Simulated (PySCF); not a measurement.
O3Os, multiplicity 1. Atoms are numbered in the order given.

```xyz
4

Os     0.0000     0.0000     0.0000
O      1.7070     0.0000     0.0000
O     -0.8535     1.4783     0.0000
O     -0.8535    -1.4783     0.0000
```
Charge 0, spin multiplicity 1.

Geometry optimised at PBE-D3(BJ)/def2-TZVP. The multiplicity is an assumed one; other spin states were not compared. The def2 effective core potentials stand for the cores of Os; spin–orbit coupling is left out.

Level of theory: PBE-D3(BJ)/def2-TZVP (PySCF).

Frequencies are harmonic and unscaled.

Modes within 1.5 cm⁻¹ of each other (mostly degenerate sets) share a row, with their intensities summed.

Computed harmonic wavenumbers and intensities:
| mode | ν (cm⁻¹) | IR (km/mol) | moving atoms (share of kinetic energy) |
|---|---|---|---|
| 1 | 116 | 4.7 | O 80 %, Os 20 % |
| 2–3 | 298 | 0.4 | O 92 %, Os 8 % |
| 4–5 | 973 | 217.1 | O 88 %, Os 12 % |
| 6 | 1004 | 0.0 | O 100 % |
